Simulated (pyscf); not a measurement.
Structures and frequencies: ωB97X-D3(BJ)/def2-SVP in PySCF.

What is the homolytic dissociation enthalpy (298 K, ωB97M-D3(BJ)/def2-TZVP) of the Si–Si bond of H₃Si–SiH(SiH₃)–SiH₂–Cl, to H₃Si–SiH•–SiH₃ + •H₂Si–Cl?

Si–Si to H₃Si–SiH•–SiH₃ + •H₂Si–Cl: 307.7 kJ/mol. The 7 functionals that were run give +278.6 (r²SCAN) to +327.1 kJ/mol (ωB97X-D3(BJ)). Other isomers of H₃Si–SiH•–SiH₃ were not searched in full and may lie lower.
